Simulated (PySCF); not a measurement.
C$_{2}$H$_{6}$BrInO, singlet, at a GFN2-xTB geometry (such geometries of metal compounds can be far from the true shape) (all electrons, no relativity); CASSCF(6,8)/STO-3G (PySCF).

Input for PySCF:
```python
from pyscf import gto, scf, mcscf
import numpy

mol = gto.M(
    atom='''
In   -0.290212    0.024836   -0.269300
Br    1.383843    0.353809    1.539750
C    -0.706944   -1.805259   -1.549417
C    -1.794352   -1.523346   -2.559211
H    -0.981726   -2.592823   -0.851239
H     0.242122   -2.055383   -2.018086
H    -1.506225   -0.715652   -3.234651
H    -2.729062   -1.249009   -2.066532
H    -1.979701   -2.415623   -3.160201
O    -1.283999    1.702853   -0.451586
H    -1.979743    1.777042   -1.100394
''',
    basis='sto-3g',
    charge=0,
    spin=0,
    verbose=4,
)

mf = scf.RHF(mol)
mf.kernel()
mc = mcscf.CASSCF(mf, 8, 6)
mc.fix_spin_(ss=0.0)
mc.kernel()
occ = numpy.linalg.eigvalsh(mc.fcisolver.make_rdm1(mc.ci, mc.ncas, mc.nelecas))[::-1]
ss = mc.fcisolver.spin_square(mc.ci, mc.ncas, mc.nelecas)[0]
print('natural occupations', occ.round(4), ' <S^2>', round(ss, 4))
```

Question: What does PySCF print? Leave out banner, timings and long lists.

Answer: 
```
PySCF version 2.14.0

[INPUT] verbose = 4
[INPUT] num. atoms = 11
[INPUT] num. electrons = 110
[INPUT] charge = 0
[INPUT] spin (= nelec alpha-beta = 2S) = 0
[INPUT] symmetry False subgroup None
[INPUT] Mole.unit = angstrom
[INPUT] Symbol           X                Y                Z      unit          X                Y                Z       unit  Magmom
[INPUT]  1 In    -0.290212000000   0.024836000000  -0.269300000000 AA   -0.548421198062   0.046933238030  -0.508903245345 Bohr   0.0
[INPUT]  2 Br     1.383843000000   0.353809000000   1.539750000000 AA    2.615084269396   0.668602110406   2.909705800299 Bohr   0.0
[INPUT]  3 C     -0.706944000000  -1.805259000000  -1.549417000000 AA   -1.335930545405  -3.411445093906  -2.927973782745 Bohr   0.0
[INPUT]  4 C     -1.794352000000  -1.523346000000  -2.559211000000 AA   -3.390833851066  -2.878706732952  -4.836207884974 Bohr   0.0
[INPUT]  5 H     -0.981726000000  -2.592823000000  -0.851239000000 AA   -1.855193269365  -4.899725359473  -1.608608576549 Bohr   0.0
[INPUT]  6 H      0.242122000000  -2.055383000000  -2.018086000000 AA    0.457544268732  -3.884110951087  -3.813629835819 Bohr   0.0
[INPUT]  7 H     -1.506225000000  -0.715652000000  -3.234651000000 AA   -2.846352731973  -1.352386280497  -6.112604498551 Bohr   0.0
[INPUT]  8 H     -2.729062000000  -1.249009000000  -2.066532000000 AA   -5.157179756958  -2.360284937117  -3.905179507650 Bohr   0.0
[INPUT]  9 H     -1.979701000000  -2.415623000000  -3.160201000000 AA   -3.741092698528  -4.564865890200  -5.971914388577 Bohr   0.0
[INPUT] 10 O     -1.283999000000   1.702853000000  -0.451586000000 AA   -2.426406454215   3.217925800394  -0.853373861688 Bohr   0.0
[INPUT] 11 H     -1.979743000000   1.777042000000  -1.100394000000 AA   -3.741172067025   3.358122691849  -2.079443289115 Bohr   0.0

nuclear repulsion = 810.803467152409
number of shells = 34
number of NR pGTOs = 198
number of NR cGTOs = 66
basis = sto-3g
ecp = {}

******** <class 'pyscf.scf.hf.RHF'> ********
method = RHF
initial guess = minao
damping factor = 0
level_shift factor = 0
DIIS = <class 'pyscf.scf.diis.CDIIS'>
diis_start_cycle = 1
diis_space = 8
diis_damp = 0
SCF conv_tol = 1e-09
SCF conv_tol_grad = None
SCF max_cycles = 50
direct_scf = True
direct_scf_tol = 1e-13
Set gradient conv threshold to 3.16228e-05
Initial guess from minao.
init E= -8360.57423267262
  HOMO = -0.571270709399944  LUMO = -0.346424475457221  gap/eV = 6.11838
cycle= 1 E= -8379.5301651169  delta_E=  -19  |g|= 0.663  |ddm|= 3.77
  HOMO = -0.125574198578029  LUMO = 0.248325223496212  gap/eV = 10.17432
cycle= 2 E= -8379.7481895449  delta_E= -0.218  |g|= 0.288  |ddm|= 1.69
  HOMO = -0.233613429659928  LUMO = 0.236596633041272  gap/eV = 12.79507
cycle= 3 E= -8379.77912717793  delta_E= -0.0309  |g|= 0.0647  |ddm|= 0.475
  HOMO = -0.26453047945008  LUMO = 0.21867714020377  gap/eV = 13.14875
cycle= 4 E= -8379.78227003382  delta_E= -0.00314  |g|= 0.0134  |ddm|= 0.186
  HOMO = -0.265622522692982  LUMO = 0.218113775825579  gap/eV = 13.16314
cycle= 5 E= -8379.78245042616  delta_E= -0.00018  |g|= 0.00443  |ddm|= 0.0476
  HOMO = -0.265813207410111  LUMO = 0.217562001088805  gap/eV = 13.15331
cycle= 6 E= -8379.78246551335  delta_E= -1.51e-05  |g|= 0.00132  |ddm|= 0.0126
  HOMO = -0.265989901912237  LUMO = 0.217431996726006  gap/eV = 13.15458
cycle= 7 E= -8379.78246735057  delta_E= -1.84e-06  |g|= 0.000313  |ddm|= 0.00495
  HOMO = -0.265952094342954  LUMO = 0.217426599848163  gap/eV = 13.15340
cycle= 8 E= -8379.7824674728  delta_E= -1.22e-07  |g|= 0.000117  |ddm|= 0.00125
  HOMO = -0.265933862587119  LUMO = 0.21743524467627  gap/eV = 13.15314
cycle= 9 E= -8379.78246749171  delta_E= -1.89e-08  |g|= 2.68e-05  |ddm|= 0.000558
  HOMO = -0.265931525276644  LUMO = 0.217433441321222  gap/eV = 13.15303
cycle= 10 E= -8379.78246749269  delta_E= -9.82e-10  |g|= 4.63e-06  |ddm|= 0.000139
  HOMO = -0.265931834660169  LUMO = 0.217433287165312  gap/eV = 13.15303
Extra cycle  E= -8379.78246749271  delta_E= -1.82e-11  |g|= 2.03e-06  |ddm|= 1.22e-05
converged SCF energy = -8379.78246749271

******** <class 'pyscf.mcscf.mc1step.CASSCF'> ********
CAS (3e+3e, 8o), ncore = 52, nvir = 6
max_cycle_macro = 50
max_cycle_micro = 4
conv_tol = 1e-07
conv_tol_grad = None
orbital rotation max_stepsize = 0.02
orbital rotation threshold for CI restart = 0.01
augmented hessian ah_max_cycle = 30
augmented hessian ah_conv_tol = 1e-12
augmented hessian ah_linear dependence = 1e-14
augmented hessian ah_level shift = 1e-08
augmented hessian ah_start_tol = 2.5
augmented hessian ah_start_cycle = 3
augmented hessian ah_grad_trust_region = 3
kf_trust_region = 3
kf_interval = 4
ci_response_space = 4
ci_grad_trust_region = 3
with_dep4 0
natorb = False
canonicalization = True
sorting_mo_energy = False
ao2mo_level = 2
internal_rotation = False
******** <class 'pyscf.fci.addons.SpinPenaltyFCISolver'> ********
max. cycles = 50
conv_tol = 1e-08
davidson only = True
linear dependence = 1e-12
level shift = 0.001
max iter space = 12
nroots = 1
pspace_size = 400
spin = None
CASCI E = -8379.79103888680  S^2 = 0.0000000
Set conv_tol_grad to 0.000316228
macro iter   1 ( 21 JK    4 micro), CASSCF E = -8379.79875466136  dE = -7.71577457e-03  S^2 = 0.0000000
               |grad[o]|=0.0162  |grad[c]|=0.0562  |ddm|=0.0265  |maxRot[o]|=0.182
macro iter   2 ( 21 JK    4 micro), CASSCF E = -8379.80183811499  dE = -3.08345362e-03  S^2 = 0.0000000
               |grad[o]|=0.0093  |grad[c]|=0.0427  |ddm|=0.0841  |maxRot[o]|=0.314
macro iter   3 ( 21 JK    4 micro), CASSCF E = -8379.81151745892  dE = -9.67934394e-03  S^2 = 0.0000000
               |grad[o]|=0.012  |grad[c]|=0.251  |ddm|= 0.18  |maxRot[o]|=0.314
macro iter   4 ( 21 JK    4 micro), CASSCF E = -8379.81799266376  dE = -6.47520483e-03  S^2 = 0.0000000
               |grad[o]|=0.0179  |grad[c]|=0.0224  |ddm|=0.051  |maxRot[o]|= 0.23
macro iter   5 ( 21 JK    4 micro), CASSCF E = -8379.82210682588  dE = -4.11416213e-03  S^2 = 0.0000000
               |grad[o]|=0.0181  |grad[c]|=0.00925  |ddm|=0.0145  |maxRot[o]|=0.208
macro iter   6 ( 21 JK    4 micro), CASSCF E = -8379.82307845414  dE = -9.71628258e-04  S^2 = 0.0000000
               |grad[o]|=0.0124  |grad[c]|=0.00713  |ddm|=0.0119  |maxRot[o]|=0.0953
macro iter   7 ( 21 JK    4 micro), CASSCF E = -8379.82381149490  dE = -7.33040762e-04  S^2 = 0.0000000
               |grad[o]|=0.0107  |grad[c]|=0.00708  |ddm|=0.00858  |maxRot[o]|=0.0715
macro iter   8 ( 21 JK    4 micro), CASSCF E = -8379.82442972662  dE = -6.18231714e-04  S^2 = 0.0000000
               |grad[o]|=0.00927  |grad[c]|=0.00629  |ddm|=0.00853  |maxRot[o]|=0.134
macro iter   9 ( 21 JK    4 micro), CASSCF E = -8379.82502868591  dE = -5.98959292e-04  S^2 = 0.0000000
               |grad[o]|=0.00859  |grad[c]|=0.00433  |ddm|=0.00912  |maxRot[o]|=0.207
macro iter  10 ( 21 JK    4 micro), CASSCF E = -8379.82570079579  dE = -6.72109883e-04  S^2 = 0.0000000
               |grad[o]|=0.00791  |grad[c]|=0.00381  |ddm|=0.00945  |maxRot[o]|=0.188
macro iter  11 ( 21 JK    4 micro), CASSCF E = -8379.82607833072  dE = -3.77534927e-04  S^2 = 0.0000000
               |grad[o]|=0.0071  |grad[c]|=0.00422  |ddm|=0.00714  |maxRot[o]|=0.122
macro iter  12 ( 20 JK    4 micro), CASSCF E = -8379.82630009325  dE = -2.21762530e-04  S^2 = 0.0000000
               |grad[o]|=0.00657  |grad[c]|=0.00482  |ddm|=0.00665  |maxRot[o]|=0.077
macro iter  13 ( 21 JK    4 micro), CASSCF E = -8379.82668848038  dE = -3.88387130e-04  S^2 = 0.0000000
               |grad[o]|=0.0063  |grad[c]|=0.00917  |ddm|=0.00893  |maxRot[o]|=0.113
macro iter  14 ( 12 JK    3 micro), CASSCF E = -8379.82738724730  dE = -6.98766922e-04  S^2 = 0.0000000
               |grad[o]|=0.00641  |grad[c]|=0.028  |ddm|=0.0355  |maxRot[o]|=0.0967
macro iter  15 ( 21 JK    4 micro), CASSCF E = -8379.82741451727  dE = -2.72699708e-05  S^2 = 0.0000000
               |grad[o]|=0.00424  |grad[c]|=0.00358  |ddm|=0.00241  |maxRot[o]|=0.0167
macro iter  16 ( 21 JK    4 micro), CASSCF E = -8379.82742415788  dE = -9.64061110e-06  S^2 = 0.0000000
               |grad[o]|=0.00402  |grad[c]|=0.00345  |ddm|=0.00202  |maxRot[o]|=0.0177
macro iter  17 ( 21 JK    4 micro), CASSCF E = -8379.82743245818  dE = -8.30029967e-06  S^2 = 0.0000000
               |grad[o]|=0.00401  |grad[c]|=0.00338  |ddm|=0.00198  |maxRot[o]|=0.0118
macro iter  18 ( 21 JK    4 micro), CASSCF E = -8379.82743618609  dE = -3.72790237e-06  S^2 = 0.0000000
               |grad[o]|=0.00399  |grad[c]|=0.0034  |ddm|=0.00186  |maxRot[o]|=0.00844
macro iter  19 ( 21 JK    4 micro), CASSCF E = -8379.82744012736  dE = -3.94127528e-06  S^2 = 0.0000000
               |grad[o]|=0.00399  |grad[c]|=0.00338  |ddm|=0.00191  |maxRot[o]|=0.0129
macro iter  20 ( 21 JK    4 micro), CASSCF E = -8379.82743886193  dE =  1.26543455e-06  S^2 = 0.0000000
               |grad[o]|=0.00398  |grad[c]|=0.00355  |ddm|=0.0018  |maxRot[o]|=0.027
macro iter  21 ( 21 JK    4 micro), CASSCF E = -8379.82781851629  dE = -3.79654368e-04  S^2 = 0.0000000
               |grad[o]|=0.00398  |grad[c]|=0.00335  |ddm|=0.00216  |maxRot[o]|=0.0479
macro iter  22 ( 18 JK    4 micro), CASSCF E = -8379.82811100710  dE = -2.92490806e-04  S^2 = 0.0000000
               |grad[o]|=0.00275  |grad[c]|=0.00673  |ddm|=0.0114  |maxRot[o]|=0.0759
macro iter  23 ( 16 JK    4 micro), CASSCF E = -8379.82815240608  dE = -4.13989801e-05  S^2 = 0.0000000
               |grad[o]|=0.00165  |grad[c]|=0.00129  |ddm|=0.00198  |maxRot[o]|=0.0221
macro iter  24 (  9 JK    2 micro), CASSCF E = -8379.82815665782  dE = -4.25173494e-06  S^2 = 0.0000000
               |grad[o]|=0.000363  |grad[c]|=0.000394  |ddm|=0.000845  |maxRot[o]|=0.0114
macro iter  25 (  7 JK    1 micro), CASSCF E = -8379.82815685702  dE = -1.99204806e-07  S^2 = 0.0000000
               |grad[o]|=9.22e-05  |grad[c]|=0.000228  |ddm|=8.46e-05  |maxRot[o]|=0.0033
macro iter  26 (  4 JK    1 micro), CASSCF E = -8379.82815692693  dE = -6.99110387e-08  S^2 = 0.0000000
               |grad[o]|=6.34e-05  |grad[c]|=0.000183  |ddm|=3.72e-05  |maxRot[o]|=0.00308
1-step CASSCF converged in  26 macro (485 JK  95 micro) steps
CASSCF canonicalization
Density matrix diagonal elements [1.96821001e+00 1.96727336e+00 1.95383028e+00 3.33064332e-02
 3.56394255e-02 2.50652229e-02 1.62833184e-02 3.91942895e-04]
CASSCF energy = -8379.82815692693
CASCI E = -8379.82815692693  E(CI) = -8.26156920464018  S^2 = 0.0000000
natural occupations [1.9732e+00 1.9696e+00 1.9527e+00 5.2600e-02 2.7300e-02 2.3500e-02
 6.0000e-04 4.0000e-04]  <S^2> 0.0
```
